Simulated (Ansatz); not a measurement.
Calculated with Ansatz (gas phase, PBE0-D4/def2-TZVP geometries, no zero-point term in ΔE). CCSD(T)/CBS adds triple-zeta CCSD(T) − MP2 to the extrapolated MP2 energy (def2 sets, frozen cores). This one scheme is used for every species. DFT in def2-TZVPP. B3LYP here is the variant with VWN-RPA as its local correlation; programs differ in this. One conformer a species, not always the lowest.

Consider the ligand exchange at the Al–N bond: `C[N]([SiH3])[AlH][F]` + CH₃SH → `C[S][AlH][F]` + `CN[SiH3]`.

Q: Is it downhill or uphill in electronic energy at CCSD(T)/CBS, and by how much? (Best estimate.)

A: Ansatz gave: Downhill: ΔE = -7.8 kJ/mol.

Q: What do these levels give: r2SCAN-D4, B3LYP-D4, PBE, SCS-MP2/def2-TZVPP, CCSD/def2-TZVPP, HF/def2-QZVPP? (Best estimate.)

A: The calculation gave: r2SCAN-D4 -10.8, B3LYP-D4 -7.6, PBE -17.1, SCS-MP2/def2-TZVPP -2.7, CCSD/def2-TZVPP -3.8, HF/def2-QZVPP -10.3 kJ/mol.

Largest T1 diagnostic among the species: 0.012.

In def2-TZVPP, CCSD(T) changes the Hartree–Fock value by +7.7 kJ/mol (the triples alone add +0.2 kJ/mol) and MP2 by +7.0 kJ/mol. The D4 term adds +3.9 kJ/mol with B3LYP and +2.2 kJ/mol with PBE0; it sums over pairs of atoms, weighted by their polarisabilities, and B3LYP, whose exchange is more repulsive, gets the larger term.
